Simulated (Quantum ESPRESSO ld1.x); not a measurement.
Results of a calculation; reference values are marked as such.
Q: Radial electron density D(r) = 4 pi r^2 rho(r) of an atom or ion with 9 electrons. Level of theory: scalar-relativistic Kohn-Sham, BLYP, spin-unpolarised, spherical densities, point nucleus (ld1.x of Quantum ESPRESSO 7.5).

r (bohr),D(r) (e/bohr)
0.006827,4.686
0.008473,6.599
0.0106,9.217
0.01326,12.54
0.01659,16.50
0.02059,20.68
0.02576,24.88
0.03223,28.16
0.04032,29.62
0.05004,28.77
0.06261,25.86
0.07833,22.36
0.09799,20.50
0.1216,21.70
0.1522,25.26
0.1904,27.82
0.2381,25.83
0.2956,19.11
0.3698,10.40
0.4626,3.922
0.5788,0.9427
0.7183,0.1421
0.8986,0.01045
1.124,0.0003218

What is the nuclear charge?

A: Z = 25. The innermost maximum, from 1s, lies near gamma/Z bohr with gamma = sqrt(1 - (Z/c)^2) = 0.983, here 0.0393 bohr (found: 0.0416), and its height grows with Z. The density is that of the manganese ion Mn16+ in [He] 2s2 2p5; the configuration itself is not fixed sharply by these data, and Z only to about a unit. D(r) has 2 maxima, at r = 0.0416, 0.197 bohr, and minima at 0.100 bohr, inside which lie 2.19 electrons.
